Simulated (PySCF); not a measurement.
**Static response to an electric field**

Species: C₅H₇OS₂ (charge +1).
Cartesian coordinates in Å at the PBE0-D3(BJ)/def2-SVP level; atoms count from 1:
```
atom  x, y, z in Å
C1    -2.867    0.515    0.258
O2    -1.464    0.565    0.093
C3    -0.840   -0.663    0.049
C4     0.622   -0.384   -0.072
S5     1.829   -1.549   -0.207
C6     3.141   -0.441   -0.283
C7     2.804    0.869   -0.216
S8     1.128    1.221   -0.069
H9    -3.349   -0.006   -0.587
H10   -3.221    1.553    0.288
H11   -3.139    0.013    1.202
H12   -1.014   -1.269    0.965
H13   -1.164   -1.287   -0.811
H14    4.154   -0.840   -0.380
H15    3.512    1.701   -0.251
```

Level: CAM-B3LYP/def2-SVPD (PySCF), static field, nuclei fixed, core orbitals frozen in the response. The polarisability tensor in these axes (au):

```
x   118.20  -1.82  -5.01
y    -1.82  96.39   1.17
z    -5.01   1.17  60.92
```

Q: Give the principal values, the mean and the anisotropy Δα = √{½[(α1 − α2)² + (α2 − α3)² + (α1 − α3)²]}.

A: Principal values 60.45, 96.25 and 118.80 au; mean 91.84 au = 13.61 Å³ = 15.14 × 10⁻⁴⁰ C²·m²/J; Δα = 50.96 au (55 % of the mean).

Q: What are the principal values of the traceless quadrupole moment, Θ = ½Σq(3rr − r²1), about the centre of nuclear charge?

A: -22.02, -5.80, 27.82 D·Å. The values depend on the origin, since the species is charged. The electronic extent ⟨r²⟩ about the same centre is 1445 bohr², a root-mean-square distance of 2.31 Å for the 76 electrons.

Q: What depolarisation ratio follows for Rayleigh scattering of linearly polarised light, taking the static tensor?

A: ρ = 3Δα²/(45ᾱ² + 4Δα²) = 7792.0/(379530 + 10389.4) = 0.02.

Q: Give the principal axes and the span of the nuclei along them.

A: Largest value along (0.99, -0.09, -0.09), where the nuclei span 7.58 Å; middle along (0.09, 1.00, 0.02), 3.40 Å; least along (0.09, -0.03, 1.00), 1.80 Å. The response follows the extents in order.

Q: In TDDFT the mean static polarisability is Σ f/ω² over all singlet excitations (ω in hartree). How much of it do the 6 lowest give? Their energies (eV) and oscillator strengths: 4.31, 0.0458; 5.00, 0.0675; 5.74, 0.0659; 5.85, 0.0010; 6.44, 0.0001; 6.56, 0.0000.

A: They add up to 5.33 au, 5.8 % of the 91.84 au; the largest single term is 2.00 au, from the state at 5.00 eV. Terms in order: 1.82, 2.00, 1.48, 0.02, 0.00, 0.00 au. Higher excitations give the rest. The strengths listed sum to 0.180.

The structure is a single PBE0-D3(BJ)/def2-SVP conformer in the gas phase; no vibrational or solvent corrections.

These values come from a run that also computed excited states. Cost: about 1.8 min of CPU time on one thread; the machine was shared, so the figure is rough.
